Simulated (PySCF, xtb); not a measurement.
C2H7NSi2, SMILES N#CC[SiH2][SiH3].

GFN2-xTB (xtb) at its own geometry gives an orbital gap of 4.40 eV and a dipole moment of 3.82 D.

Coordinates come from a B3LYP-D3(BJ)/def2-SVP optimisation. The structure was generated by enumeration, and PubChem lists no compound with its InChIKey, so it may never have been made. One conformer was computed; it need not be the lowest.

What does B3LYP/def2-TZVP in PySCF give? (The exact figures need the calculation; the answer reports its results.)

gap 7.72 eV (levels -8.34 and -0.63 eV), dipole 3.84 D.
